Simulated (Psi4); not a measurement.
Psi4 input (wB97X-D/6-311+G**):

```
memory 1500 MB

molecule {
-1 1
C     1.04026750   -0.37593961   -0.01423724
N    -0.11684659    0.48974460    0.19151581
C    -1.24598269   -0.02303043   -0.18381086
H     1.77800493    0.11733555   -0.66719488
H     1.55320242   -0.56566915    0.94223077
H     0.76036857   -1.34627438   -0.46512181
H    -2.03935871    0.76021600    0.03776388
symmetry c1
no_reorient
no_com
}

set {
  basis 6-311+G**
  reference rks
  scf_type pk
  dft_radial_points 99
  dft_spherical_points 590
  e_convergence 1e-8
  d_convergence 1e-7
  maxiter 150
}

e = energy('wb97x-d')
print_out(f'\nFINAL {e:.10f} DIPOLE {variable("CURRENT DIPOLE")[0]:.6f} {variable("CURRENT DIPOLE")[1]:.6f} {variable("CURRENT DIPOLE")[2]:.6f}\n')
```

Question: What final total energy does it give?

Answer: -133.28179 Eh.
